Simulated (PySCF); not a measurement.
Job for PySCF: R-MP2/6-31G* on BH5P2 (SMILES PBP), a point of a torsion scan.

```python
from pyscf import gto, scf, dft, mp
from pyscf.data.elements import chemcore

mol = gto.M(
    atom='''
    P     1.89316443   -0.09890567   -0.15424943
    B     0.15613166   -0.81787200    0.06971009
    P    -0.63972675   -1.70768316   -1.34834258
    H     1.53654354    1.15297622   -0.62148394
    H     2.09620202    0.37299038    1.13143203
    H    -0.26122981   -1.02460102    1.14542608
    H    -0.42077718   -0.87659924   -2.42945626
    H    -1.97739675   -1.41259719   -1.19110919
    ''',
    basis='6-31g*',
    cart=True,
    charge=0, spin=0, verbose=3, max_memory=1800)
mf = scf.RHF(mol)
mf.conv_tol = 1e-8
mf.max_cycle = 100
mf.kernel()
if not mf.converged:
    mf = mf.newton().run(mf.mo_coeff, mf.mo_occ)
pt = mp.MP2(mf, frozen=chemcore(mol)).run()
```

What total energy does the run end on?

-709.2883 hartree.
